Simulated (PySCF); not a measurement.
# C₆ coefficients of unlike pairs at PBE0

Calculated with PySCF 2.14 from the dipole response of each species, C₆(A,B) = (3/π) ∫ α_A(iu) α_B(iu) du, in atomic units, from isotropic polarisabilities. For ions this is the dispersion term alone; charge-induced terms of lower order in 1/R come first.

```json
{"species": "P", "configuration": "[Ne] 3s2 3p3 (4S)", "basis": "aug-cc-pVDZ-DK (5s4p2d)", "relativity": "spin-free X2C", "α (bohr³)": "25.35", "C₆ (like pair)": "190.5"}
{"species": "Ti²⁺", "configuration": "[Ar] 3d2 (3F)", "basis": "aug-cc-pVTZ (8s7p5d3f2g)", "relativity": "none", "α (bohr³)": "4.814", "C₆ (like pair)": "14.41"}
{"species": "In³⁺", "configuration": "[Kr] 4d10 (1S)", "basis": "aug-cc-pV5Z-PP with ECP28MDF (8s8p6d4f3g2h)", "relativity": "core potential", "α (bohr³)": "3.141", "C₆ (like pair)": "12.19"}
{"species": "Co³⁺", "configuration": "[Ar] 3d6 (5D)", "basis": "x2c-TZVPPall with one added diffuse shell each of s, p, d, f type (7s6p5d3f1g)", "relativity": "spin-free X2C", "α (bohr³)": "1.779", "C₆ (like pair)": "4.217"}
```

(1) Estimate C₆ for Ti²⁺ with P.

No spin-orbit coupling is included.

The other pairs:

```csv
pair,C₆
"In³⁺, P",38.29
"In³⁺, Ti²⁺",12.92
"Co³⁺, In³⁺",7.143
"Co³⁺, P",21.77
"Co³⁺, Ti²⁺",7.489
```

## Answers

(1) The integral gives 47.61. The combination rule 2 C_A C_B / (C_A α_B/α_A + C_B α_A/α_B) gives 49.00 and the geometric mean 52.40.
